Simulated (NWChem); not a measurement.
## Total energies of ClGe

```xyz
2

Ge     0.0000     0.0000     0.7648
Cl     0.0000     0.0000    -1.4397
```
Charge 0, spin multiplicity 2.

Program: NWChem. Structure: optimised with UB3LYP/def2-SVP, a minimum by its harmonic frequencies.

Basis set: def2-TZVP (85 functions).

```
method   total energy (Ha)  relative cost
-------  -----------------  -------------
UHF            -2534.89859              1
UMP2           -2535.28405        under 3
UB2PLYP        -2536.72061        under 3
UPBE           -2536.71907        under 3
UB3LYP         -2537.28168        under 3
UTPSS          -2537.20861        under 3
```

Total energies of different functionals aren't comparable as a measure of quality: only differences taken within one method are. Costs are rough ratios of processor time within this set of runs, SCF included, with UHF as 1.

The Hamiltonian is non-relativistic. The correlated methods keep 14 core orbitals frozen. B3LYP has NWChem's definition, with VWN1-RPA local correlation. This spin state was chosen for the runs; another may lie lower. The structure started from a generated list of species. The unpaired electrons of the parent sit in orbitals of symmetry b2 (C2v labels of the run); other states weren't searched. The stability of the SCF solutions was not checked. Open-shell Hartree-Fock references start from PBE0 orbitals; any time given for them includes that run.
